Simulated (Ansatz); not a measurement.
Correlation energies of C$_{2}$H$_{6}$InS, SMILES `C[CH2][In][SH]` radical by basis set

```xyz
10

C    -0.996    0.223    0.204
C    -0.303   -0.104   -1.103
In    1.877   -0.485   -0.810
S     2.637   -0.289    1.507
H    -2.065    0.409    0.047
H    -0.583    1.119    0.675
H    -0.917   -0.593    0.927
H    -0.361    0.709   -1.829
H    -0.695   -1.007   -1.576
H     1.407    0.017    1.959
```

Total charge 0; spin multiplicity 2. Correlated methods include outer-core shells of In, which these sets cover unevenly. In takes the def2 core potential. The structure was optimised at the PBE0-D4/def2-TZVP level. It is one conformer, not always the lowest. Frozen core, unrestricted reference, Ansatz 0.2.0.

| basis | HF (Eh) | MP2 corr. |
| --- | --- | --- |
| def2-SVP | -665.79414 | -0.49207 |
| def2-TZVPP | -666.02586 | -0.80247 |
| def2-QZVPP | -666.04207 | -1.02784 |

Problem. Estimate the CCSD correlation energy and the (T) correction in each basis where they were run (hartree).

Solution. 
```
   basis  CCSD corr.       (T)
def2-SVP    -0.54598  -0.01764
```
